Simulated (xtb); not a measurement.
Cl2Ni, charge -1, doublet, at a GFN2-xTB geometry of the parent state (such geometries of metal compounds can be far from the true shape) (a state made from the parent by changing its charge; the spin is typed, not shown lowest); GFN1-xTB run with xtb.

Here is a job for xtb.
```
$ xtb mol.xyz --gfn 1 --chrg -1 --uhf 1 --json

# file mol.xyz
3

Ni     0.00000000     0.00000000     0.00000000
Cl     0.00000000     0.00000000     1.93482584
Cl    -0.00000000    -0.00000000    -1.93482584
```

Q: Predict the main parts of the log of this xtb run.

A: 
```
   ID    Z sym.   atoms
    1   28 Ni     1
    2   17 Cl     2, 3

           -------------------------------------------------
          |                Calculation Setup                |
           -------------------------------------------------

           -------------------------------------------------
          |                 G F N 1 - x T B                 |
           -------------------------------------------------

          ...................................................
          :                      SETUP                      :
          :.................................................:
          :  # basis functions                  30          :
          :  # atomic orbitals                  27          :
          :  # shells                            9          :
          :  # electrons                        25          :
          :  # halogen bonds                     0          :
          :  max. iterations                   250          :
          :  Hamiltonian                  GFN1-xTB          :
          :  restarted?                      false          :
          :  GBSA solvation                  false          :
          :  PC potential                    false          :
          :  electronic temp.          300.0000000     K    :
          :  accuracy                    1.0000000          :
          :  -> integral cutoff          0.2500000E+02      :
          :  -> integral neglect         0.1000000E-07      :
          :  -> SCF convergence          0.1000000E-05 Eh   :
          :  -> wf. convergence          0.2000000E-04 e    :
          :  Broyden damping             0.4000000          :
          :  net charge                         -1          :
          :  unpaired electrons                  1          :
          ...................................................

 iter      E             dE          RMSdq      gap      omega  full diag
   1    -12.9591293 -0.129591E+02  0.109E+01    8.78       0.0  T
   2    -12.9626076 -0.347830E-02  0.645E+00    8.34       1.0  T
   3    -12.9630771 -0.469520E-03  0.387E-01    7.89       1.0  T
   4    -12.9631674 -0.902692E-04  0.608E-02    8.01       1.0  T
   5    -12.9631704 -0.305497E-05  0.127E-02    8.04       4.5  T
   6    -12.9631705 -0.726729E-07  0.835E-04    8.03      69.2  T
   7    -12.9631705 -0.529754E-09  0.624E-05    8.03     925.5  T
   8    -12.9631705 -0.174083E-12  0.580E-06    8.03    9950.6  T

[...]
         :: total energy             -12.952063533641 Eh    ::
[...]
        13        1.5028           -0.1724095              -4.6915 (HOMO)
        14                          0.1227342               3.3398 (LUMO)
        15                          0.1227342               3.3398
        16                          0.1429270               3.8892
        17                          0.1577997               4.2939
        18                          0.1577997               4.2939
        19                          0.1589204               4.3244
        20                          0.1590010               4.3266
        21                          0.1590010               4.3266
        22                          0.1796962               4.8898
        23                          0.1796962               4.8898
        24                          0.2492132               6.7814
       ...                                ...                  ...
        27                          1.1303005              30.7570
      -------------------------------------------------------------
                  HL-Gap            0.2951437 Eh            8.0313 eV
             Fermi-level           -0.0986182 Eh           -2.6835 eV

  Mulliken/CM5 charges         n(s)   n(p)   n(d)
     1Ni   -0.05307  0.10582   0.591  0.547  8.915
     2Cl   -0.47346 -0.55291   1.860  5.622 -0.008
     3Cl   -0.47346 -0.55291   1.860  5.622 -0.008

Wiberg/Mayer (AO) data.
largest (>0.10) Wiberg bond orders for each atom

 ---------------------------------------------------------------------------
     #   Z sym  total        # sym  WBO       # sym  WBO       # sym  WBO
 ---------------------------------------------------------------------------
     1  28 Ni   1.692 --     2 Cl   0.846     3 Cl   0.846
     2  17 Cl   0.869 --     1 Ni   0.846
     3  17 Cl   0.869 --     1 Ni   0.846
 ---------------------------------------------------------------------------

Topologies differ in total number of bonds
Writing topology from bond orders to xtbtopo.mol

 dipole moment from electron density (au)
     X       Y       Z
   0.0000  -0.0000  -0.0000  total (Debye):    0.000

           -------------------------------------------------
          | TOTAL ENERGY              -12.952063533641 Eh   |
          | GRADIENT NORM               0.055278189254 Eh/α |
          | HOMO-LUMO GAP               8.031268870247 eV   |
           -------------------------------------------------

normal termination of xtb
```
